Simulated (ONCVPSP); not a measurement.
# Potentials for cobalt compared

Generated with ld1.x 7.5 (TM, RRKJ, ultrasoft, PAW), atompaw 4.2 or ONCVPSP 4.0.1. The cutoff is in Ry: for ld1.x and atompaw files where the sum of valence levels is converged to 10 mRy in a Bessel basis, for ONCV files where the hardest occupied wave has 1 mHa per electron of residual kinetic energy. The error is the largest all-electron minus pseudo excitation energy over each file’s own four to seven test configurations (ionisations up to +4, promotions, holes and added fractions of an electron), all of which were solved. The labels leave out finer settings (local radius, basis sizes, second energies), which also bear on the numbers. Spin-polarised tests are not counted. The rows are a selection from randomly drawn settings: files with unsolved tests, undetermined cutoffs or missed reference levels are left out.

A true bound ghost makes a file unfit for plane-wave use even where its test errors are small: the radial tests pick states by their node count and pass the ghost by.

```csv
potential,cutoff (Ry),largest error (meV),bound ghosts
"ONCV, Wu-Cohen, fully relativistic, rc 1.10/0.90/1.25 (spd), local smoothed, core correction yes, reference 3s2 3p6 3d7 4s1, qcut 10.3/9.2/14.4, projectors 2/2/2",143,+19,none
"ONCV, LDA (Perdew-Wang 92), scalar-relativistic, rc 1.30/0.75/1.40 (spd), local smoothed, core correction yes, reference 3s2 3p6 3d7 4s2, qcut 11.2/12.9/9, projectors 2/2/2",144,+24,none
"ONCV, PBE, scalar-relativistic, rc 1.10/1.30/0.95 (spd), local smoothed, core correction yes, reference 3s2 3p6 3d7 4s1, qcut 8.9/12.6/17.7, projectors 2/2/2",230,-2.5,none
"ONCV, BLYP, scalar-relativistic, rc 1.40/0.80/0.80 (spd), local d, core correction no, reference 3s2 3p6 3d7 4s2, qcut 11.1/8.7/11.7, projectors 2/2/0",512,-20,none
"ONCV, revPBE, scalar-relativistic, rc 1.30/1.20/1.20 (spd), local d, core correction yes, reference 3s2 3p6 3d8 4s1, qcut 8.9/9.7/13.5, projectors 2/3/0",134,-38,s
"ONCV, LDA (Perdew-Wang 92), scalar-relativistic, rc 1.15/1.05/1.40 (spd), local smoothed, core correction no, reference 3s2 3p6 3d7 4s2, qcut 13.5/11.9/10.1, projectors 2/2/1",112,-15,none
```

Problem. Fill in the row for Co: ONCV, PBEsol, scalar-relativistic, rc 1.15/0.75/1.15/1.05 (spdf), local smoothed, core correction no, reference 3s2 3p6 3d7 4s2, qcut 12.4/10.9/11.2/12.3, projectors 3/2/2/2.

Solution. cutoff 173 Ry, largest error +5.0 meV, bound ghosts: none.

Problem. Fill in the row for Co: ONCV, PBE, scalar-relativistic, rc 1.50/0.90/0.90 (spd), local smoothed, core correction no, reference 3p6 3d7 4s0.5, qcut 4/10.3/14.6, projectors 3/3/3.

Solution. cutoff 180 Ry, largest error -170 meV, bound ghosts: s.
